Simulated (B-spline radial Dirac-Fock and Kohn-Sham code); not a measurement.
Method: independent-particle radiative and Coulomb Auger rates from relativistic LDA hole-state orbitals, with Dirac-Fock energies. Computed with a B-spline atomic structure program.

Problem. A single inner-shell vacancy in a neutral atom gives this computed emission spectrum. Which element, which hole, and which lines?

```
energy (eV)  relative intensity
     3603.3                 2.7
     3791.7                 0.0
     4030.6               100.0
     4435.2                 0.6
     4573.0                13.8
     4603.0                 0.1
```

Solution. Tellurium (Z = 52), hole in L2 (2p1/2). In order of rising energy the lines are Lη (L2-M1), L2-M3, Lβ1 (L2-M4), Lγ5 (L2-N1), Lγ1 (L2-N4), L2-O1.
